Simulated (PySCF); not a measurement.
**Which determinant of CaH lies lowest?**

Unrestricted PBE0; basis Ca aug-pcseg-1, H aug-pcseg-1; no relativity; PySCF 2.14. Outer shells of the fragments: Ca 4s2; H 1s1.

Followed along the bond (rough minima from three points):

```json
{"2Ms+1": "2", "unpaired": "σ ↑", "⟨S²⟩ at the start": "0.75", "R at minimum (Å)": "1.99", "Te (eV)": "0.00"}
{"2Ms+1": "2", "unpaired": "π ↑", "⟨S²⟩ at the start": "0.75", "R at minimum (Å)": "1.99", "Te (eV)": "1.49"}
{"2Ms+1": "4", "unpaired": "σ ↑↑, π ↑", "⟨S²⟩ at the start": "3.75", "R at minimum (Å)": "none in the scan", "Te (eV)": "≤ 3.74"}
```

Solutions found at the starting distance of 1.910 Å, counted from the lowest of them; the search is not exhaustive and high or unbound solutions are not listed, so other states can lie among these:

```csv
2Ms+1,unpaired,term,E (eV),⟨S²⟩,⟨Lz²⟩,μ (D)
2,σ ↑,²Σ⁺,0.00,0.75,0.00,-2.23
2,π ↑,²Π,1.49,0.75,1.00,-1.82
2,δ ↑,²Δ,2.00,0.75,4.00,-5.91
4,"σ ↑↑, π ↑",⁴Π,4.10,3.75,1.00,-0.94
4,σ ↑↑↑,⁴Σ⁺,4.54,3.75,0.00,4.35
4,"σ ↑↑, δ ↑",⁴Δ,4.69,3.75,4.00,2.38
```

A term symbol is given only where ⟨S²⟩ and ⟨Lz²⟩ are close to those of a pure state; real π, δ and φ orbitals otherwise mix terms. A positive dipole means Ca(−)H(+).

Counting both spins, an empty level lies below a filled one in some of these solutions, because spin and occupation are held.
